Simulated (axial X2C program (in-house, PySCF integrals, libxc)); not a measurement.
A run on ReF⁻ without results

A two-component calculation with an in-house all-electron X2C program for linear molecules (integrals from PySCF).

Input and command:
```json
{"zs": [75, 9], "q": -1, "bas": ["dyall-acv3z", "dyall-av3z"], "r0": 1.95, "levels": ["PBE0", "HF", "r2SCAN", "BP86", "TPSSh"], "nst": 3}
```
```bash
python soeom.py task.json out
```

Keys: zs atomic numbers; q charge; bas basis sets; r0 starting distance in Å; levels methods; nst determinants followed.

Outcome:

The PBE0 distance search ended without bracketing a minimum (an unconverged step or the end of its range); this says nothing on whether the molecule is bound.
